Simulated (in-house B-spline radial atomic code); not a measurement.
The numbers below are computed, except where a source is named.
# Zn in an electron gas of r_s = 2.2: phase shifts, screening, friction and resistivity

A nucleus sits in a uniform electron gas with a rigid positive background. The Kohn-Sham equations are solved self-consistently in the spin-unpolarised LDA (PW92), non-relativistic, on B-splines with outgoing waves at the boundary and partial waves to l = 8. The model has no lattice, no bands and no magnetic solution. Atomic units; δ_l are the phase shifts at the Fermi level, counted so that each bound state adds π, and good to about 0.0005.

The density parameter is r_s = 2.2 bohr, near that of the valence electrons of Ga (3 per atom, density 5.91 g/cm³, mass 69.72 u, which gives r_s = 2.19).

```tsv
l	δ_l (rad)
0	9.8166
1	6.9657
2	3.2170
3	0.0361
4	0.0065
5	0.0010
6	0.0002
7	0.0000
8	0.0000
```

Bound levels below the band bottom (hartree): p -36.29, s -4.241, p -2.69, d -0.0722, s -0.008702 and deeper ones.

(1) Check the Friedel sum rule, and say where the screening charge sits.

(2) Find the transport cross section and the electronic stopping of a 1 keV Zn ion (mass 65.38 u).

(3) What residual resistivity would 1 atomic per cent of such centres give in Ga?

(4) On a substitutional site the background of one host ion, a sphere holding 3 charges, is taken out. The phase shifts for l = 0 to 4 become 9.3287, 6.2244, 2.9598, -0.0402, -0.0093. What follows?

## Answers

(1) k_F = (9π/4)^(1/3)/r_s = 0.87234. The rule is Z = (2/π) Σ (2l + 1) δ_l. The terms are s 6.249, p 13.304, d 10.240, f 0.161 and 0.046 beyond, in all 30.000 against Z = 30. Bound states hold 8 s, 12 p, 10 d electrons, so the scattering states carry 0.00 in all; where a term is smaller than its bound count, the bound level has drawn weight out of the band.

(2) σ_tr = (4π/k_F²) Σ (l + 1) sin²(δ_l − δ_(l+1)). The terms for l = 0 to 3 are 0.0821, 0.6509, 0.0046, 0.0035, all together 0.7414, so σ_tr = 16.513 × 0.7414 = 12.242 bohr². With n = 3/(4π r_s³) = 0.02242, the friction coefficient is Q = n k_F σ_tr = 0.2394. For v well below v_F = 0.872, dE/dx = Q v; with 24801 eV per u at v = 1, v = √(1000/(24801 × 65.38)) = 0.0248, so dE/dx = 0.00595 hartree/bohr = 3.06 eV/nm. The largest term couples the p and d waves.

(3) Δρ = k_F n_i σ_tr/n in atomic units of 21.74 μΩ·cm. With one host atom per 3 electrons, n_i/n = 0.01/3, so Δρ = 0.8723 × 0.00333 × 12.242 × 21.74 = 0.77 μΩ·cm. This is an atom added to the gas, as on an interstitial site.

(4) The Friedel sum is now 27.00, for Z − 3 = 27. The sum in σ_tr is 0.0954, so σ_tr = 1.57 bohr² and Δρ = 0.10 μΩ·cm per atomic per cent, 0.13 times the value above. A real host ion scatters too, so this model doesn't give zero even for the host's own atom.
